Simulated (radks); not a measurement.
Task: All-electron atom: Rh XXII in [Ne] 3s2 3p5.5 3d6 4s0.5 (fractional occupations, a model configuration). Calculated with a radial shooting solver on a logarithmic mesh with Libxc functionals: Dirac Kohn-Sham, exchange-only B88, spin-unpolarised, spherical densities, finite nucleus; open shells are shared between the two j in proportion to 2j + 1; Fermi nuclear charge, rms radius 4.4945 fm.

Spin-orbit splittings of the eigenvalues, e(l+1/2) - e(l-1/2), with zeta = 2 splitting/(2l+1) and mean radii in bohr:

shell  occ.  splitting (eV)  zeta (eV)  <r> j=l-1/2  <r> j=l+1/2
2p        6           145.7      97.13       0.1198       0.1246
3p      5.5           28.73      19.15       0.3600       0.3689
3d        6               ?          ?       0.3333       0.3360

Estimate the 3d splitting.

Result: 6.081 eV (zeta = 2.432 eV).
